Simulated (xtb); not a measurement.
xtb input (GFN-FF):

```bash
xtb mol.xyz --gfnff --opt tight --chrg 0 --uhf 0
```
mol.xyz:
```
3

Se     0.01926114    -0.01724611     0.40055910
F      0.64744174     1.14626581    -0.74154371
F     -0.72020603    -1.08111382    -0.77167957
```

End of the output:

```
         :::::::::::::::::::::::::::::::::::::::::::::::::::::
         ::                     SUMMARY                     ::
         :::::::::::::::::::::::::::::::::::::::::::::::::::::
         :: total energy              -0.175644262770 Eh    ::
         :: gradient norm              0.000019503144 Eh/a0 ::
         ::.................................................::
         :: bond energy               -0.154037820996 Eh    ::
         :: angle energy               0.000700730054 Eh    ::
         :: torsion energy             0.000000000000 Eh    ::
         :: repulsion energy           0.010062702621 Eh    ::
         :: electrostat energy        -0.031811605813 Eh    ::
         :: dispersion energy         -0.000558268635 Eh    ::
         :: HB energy                  0.000000000000 Eh    ::
         :: XB energy                  0.000000000000 Eh    ::
         :: bonded atm energy          0.000000000000 Eh    ::
         :: external energy            0.000000000000 Eh    ::
         :: add. restraining           0.000000000000 Eh    ::
         :: total charge               0.000000000000 e     ::
         :::::::::::::::::::::::::::::::::::::::::::::::::::::

           -------------------------------------------------
          |                Property Printout                |
           -------------------------------------------------

molecular dipole:
                 x           y           z       tot (Debye)
 q only:        0.052      -0.047       1.085       2.763
           -------------------------------------------------
          |                Geometry Summary                 |
           -------------------------------------------------

      molecular mass/u    :      116.9561949
   center of mass at/Å    :        0.0004142      -0.0003709       0.0086140
  moments of inertia/u·Å² :        0.3175798E+02   0.6307461E+02   0.9483260E+02
rotational constants/cm⁻¹ :        0.5308156E+00   0.2672649E+00   0.1777620E+00

 * 2 selected distances

     #   Z          #   Z                                           value/Å
     1  34 Se       2   9 F                                       1.7023545 (max)
     1  34 Se       3   9 F                                       1.7023545 (min)

 * 1 distinct bonds (by element types)

   Z      Z             #   av. dist./Å        max./Å        min./Å
   9 F   34 Se          2     1.7023545     1.7023545     1.7023545

optimized geometry written to: xtbopt.xyz

           -------------------------------------------------
          | TOTAL ENERGY               -0.175644262770 Eh   |
          | GRADIENT NORM               0.000019503144 Eh/α |
           -------------------------------------------------
########################################################################
[WARNING] Runtime exception occurred
-1- gfnff_setup: Could not read topology file.
########################################################################

------------------------------------------------------------------------
------------------------------------------------------------------------
 total:
 SCF:
 ANC optimizer:
Note: The following floating-point exceptions are signalling: IEEE_UNDERFLOW_FLAG IEEE_DENORMAL
normal termination of xtb
```
